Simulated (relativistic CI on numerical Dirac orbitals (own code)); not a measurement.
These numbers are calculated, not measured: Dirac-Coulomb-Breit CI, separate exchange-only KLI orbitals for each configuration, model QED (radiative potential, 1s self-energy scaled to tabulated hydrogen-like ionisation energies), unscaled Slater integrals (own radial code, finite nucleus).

The strongest absorption lines from the ground level of an ion, among the configurations computed and to levels below about 2890 eV (vacuum wavelength in Å, gf): 4.3790 (0.11), 4.4235 (0.065), 5.6687 (0.0014), 6.0443 (0.087), 6.1168 (0.26), 6.2733 (0.23), 46.162 (0.51), 110.81 (0.052).

Problem. Which ion is it?
A. Er LVII
B. Gd LIII
C. Nd LI
D. Nd XLIX

Solution. D. Nd XLIX has 12 electrons and the ground level 3s2 1S_0; the strongest line goes to 3s 3p 1P°_1. The pattern of lines fixes the number of electrons, and along that sequence the line energies rise steadily with the charge (about as its square where n changes within one kind of shell, about linearly where n is kept but much faster in heavy ions where fine structure, which grows about as Z⁴, sets the gap, and irregularly where shells cross), which fixes Z. Configurations outside the model, such as inner-shell arrays, can give stronger lines. At this charge energies of transitions that change n are usually good to better than 1 %, and those within a shell (Δn = 0) to a few per cent.

LS names give the leading component of a level, which can be under half, so a name can repeat, a term be missing and a line seem to break the LS rules.
